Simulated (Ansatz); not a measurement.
Ideal-gas functions of `B[Si](O)(F)Cl` at 600 K and 1 bar, from an Ansatz frequency run at PBE0-D4/def2-TZVP.

Molar mass 112.37 g/mol, point group C1 (symmetry number 1), electronic degeneracy 1, moments of inertia 141.543, 205.42, 219.82 u Å². Harmonic wavenumbers (cm⁻¹, unscaled): 116, 137, 193, 216, 246, 306, 341, 523, 644, 662, 795, 903, 912, 968, 1167, 2611, 2704, 3907.

Use S(trans) = R[1.5 ln M + 2.5 ln T − 1.1517]; rotational temperatures θ = 24.2544 K / I; S(rot) = R[ln(√π/σ · √(T³/θAθBθC)) + 1.5]; for each mode x = 1.438777 ν̃/T, S = R[x/(eˣ − 1) − ln(1 − e⁻ˣ)] and H = RT x/(eˣ − 1); 1 cm⁻¹ = 0.0119627 kJ/mol; R = 8.31446 J/(mol·K).

By hand: the entropy, in J/(mol·K).

Translation 182.3. Rotation: θ = 0.1714, 0.1181, 0.1103 K, giving 122.4. Vibration, mode by mode: 18.98, 17.61, 14.79, 13.88, 12.82, 11.07, 10.22, 6.96, 5.48, 5.29, 4.10, 3.35, 3.29, 2.96, 2.03, 0.12, 0.10, 0.01, in all 133.0. Electronic 0.0. Sum 437.7 J/(mol·K).

By hand: H − E and G − E in kJ/mol, counted from the electronic energy.

Zero-point energy ½ × 17351 × 0.0119627 = 103.8; thermal vibration 39.9; translation, rotation and pV give 4 RT = 20.0. H − E = 163.7 kJ/mol, and G − E = 163.7 − 600 × 437.7/1000 = -98.9 kJ/mol.

Vibration gives 30 % of the entropy, 36.6 J/(mol·K) of it from the modes under 150 cm⁻¹: soft modes count most, and the harmonic formula is weakest for them. The sum counts one conformer and one mirror image; others add a mixing term.
